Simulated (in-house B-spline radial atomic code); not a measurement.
# Binding energies in Ga⁺

NIST's tabulated ground configuration is [Ar] 3d10 4s2; each binding energy is the energy of the ion with one electron taken from that subshell, relaxed, less that of the parent. Computed with a radial B-spline atomic code at the basis-set limit: Dirac-Hartree-Fock, average of configuration, Fermi nucleus of rms radius 3.9973 fm. Energies include first-order Breit, QED and recoil terms.

```json
{"subshell": "1s", "X-ray name": "K", "binding energy (eV)": "10385.5", "-ε (eV)": "10455.1", "relaxation (eV)": "49.4"}
{"subshell": "2s", "X-ray name": "L1", "binding energy (eV)": "1323.2", "-ε (eV)": "1349.9", "relaxation (eV)": "24.9"}
{"subshell": "2p1/2", "X-ray name": "L2", "binding energy (eV)": "1161.7", "-ε (eV)": "1190.3", "relaxation (eV)": "27.0"}
{"subshell": "2p3/2", "X-ray name": "L3", "binding energy (eV)": "1134.6", "-ε (eV)": "1162.3", "relaxation (eV)": "26.7"}
{"subshell": "3s", "X-ray name": "M1", "binding energy (eV)": "180.5", "-ε (eV)": "187.3", "relaxation (eV)": "6.6"}
{"subshell": "3p1/2", "X-ray name": "M2", "binding energy (eV)": "127.3", "-ε (eV)": "133.9", "relaxation (eV)": "6.5"}
{"subshell": "3p3/2", "X-ray name": "M3", "binding energy (eV)": "123.7", "-ε (eV)": "130.1", "relaxation (eV)": "6.3"}
{"subshell": "3d3/2", "X-ray name": "M4", "binding energy (eV)": "34.72", "-ε (eV)": "40.26", "relaxation (eV)": "5.54"}
{"subshell": "3d5/2", "X-ray name": "M5", "binding energy (eV)": "34.29", "-ε (eV)": "39.72", "relaxation (eV)": "5.46"}
{"subshell": "4s", "X-ray name": "N1", "binding energy (eV)": "18.75", "-ε (eV)": "19.04", "relaxation (eV)": "0.27"}
```

Relaxation = -ε minus the binding energy without Breit, QED and recoil terms.

Emission lines follow as differences of binding energies, with λ = 12398.42 eV·Å / E:

```csv
line,holes,energy (eV),wavelength (Å)
K-L3,1s → 2p3/2,9250.9,1.3402
K-L2,1s → 2p1/2,9223.8,1.3442
K-M3,1s → 3p3/2,10261.8,1.2082
L3-M5,2p3/2 → 3d5/2,1100.3,11.268
L2-M4,2p1/2 → 3d3/2,1127.0,11.001
L1-M3,2s → 3p3/2,1199.5,10.336
L3-M1,2p3/2 → 3s,954.1,12.995
```

Task: What screening constant σ does Moseley's law, E = (3/4)·13.6057 eV·(Z - σ)², need for K-L3?

Result: σ = 0.89.

Task: What does it cost to remove both a 2p1/2 and a 3p3/2 electron?

Result: 1313.1 eV, which is 27.7 eV more than the two single binding energies together.

Task: What does it cost to remove both a 2s and a 2p1/2 electron?

Result: 2545 eV, which is 60.05 eV more than the two single binding energies together.

Task: What does it cost to remove both a 2p3/2 and a 3s electron?

Result: 1342.7 eV, which is 27.63 eV more than the two single binding energies together.
